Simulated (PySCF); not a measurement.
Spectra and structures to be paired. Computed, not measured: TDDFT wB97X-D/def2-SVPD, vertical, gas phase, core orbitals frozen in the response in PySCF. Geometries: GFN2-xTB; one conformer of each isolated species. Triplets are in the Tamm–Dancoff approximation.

A. `C=CCc1cccs1`
B. `FC(F)(F)OC(F)(F)F`
C. `C/C([SiH3])=P\C1CC1`
D. `Fc1snnc1[SiH3]`

Lowest singlet levels (six at most, fewer where fewer were computed) with oscillator strengths:

1. 11.70 eV (f 0.008); 12.61 eV (f 0.014); 12.63 eV (f 0.001); 12.65 eV (f 0.000); 12.78 eV (f 0.001); 12.86 eV (f 0.001); T1 11.57 eV
2. 4.05 eV (f 0.002); 5.43 eV (f 0.002); 5.82 eV (f 0.066); 6.07 eV (f 0.002); 6.11 eV (f 0.000); 6.43 eV (f 0.000); T1 3.34 eV
3. 5.58 eV (f 0.196); 5.94 eV (f 0.075); 6.06 eV (f 0.006); 6.33 eV (f 0.001); 6.73 eV (f 0.008); 6.98 eV (f 0.041); T1 3.77 eV
4. 4.38 eV (f 0.016); 5.01 eV (f 0.278); 5.24 eV (f 0.007); 6.67 eV (f 0.008); 6.73 eV (f 0.013); 6.81 eV (f 0.007); T1 2.68 eV

**Question.** Which spectrum belongs to which structure?

**Answer.** 1 = B, 2 = D, 3 = A, 4 = C.
- A: S1 at 5.58 eV, HOMO→LUMO (94%); Löwdin shares by element: HOMO carbon 78% or more (atoms not listed hold the other 22%); LUMO carbon 45% or more, sulfur 20% (atoms not listed hold the other 35%); HOMO -8.41 and LUMO 1.22 eV.
- B: S1 at 11.70 eV, HOMO→LUMO (92%); Löwdin shares by element: HOMO oxygen 60%, fluorine 27% or more; LUMO carbon 42%, oxygen 13%, fluorine 9% or more (atoms not listed hold the other 37%); HOMO -13.71 and LUMO 2.23 eV; point group C2, 1 of its 6 listed states under f = 0.0005.
- C: S1 at 4.38 eV, HOMO-1→LUMO (81%), HOMO→LUMO (17%); Löwdin shares by element: HOMO carbon 40% or more, phosphorus 33%, silicon 6% (atoms not listed hold the other 21%); LUMO carbon 42% or more, phosphorus 40% (atoms not listed hold the other 18%); HOMO -8.67 and LUMO 0.06 eV.
- D: S1 at 4.05 eV, HOMO→LUMO (96%); Löwdin shares by element: HOMO nitrogen 73%, sulfur 14%, carbon 7% or more; LUMO nitrogen 36%, sulfur 26%, carbon 21% or more (atoms not listed hold the other 17%); HOMO -9.48 and LUMO -0.09 eV; point group Cs, 2 of its 6 listed states under f = 0.0005.
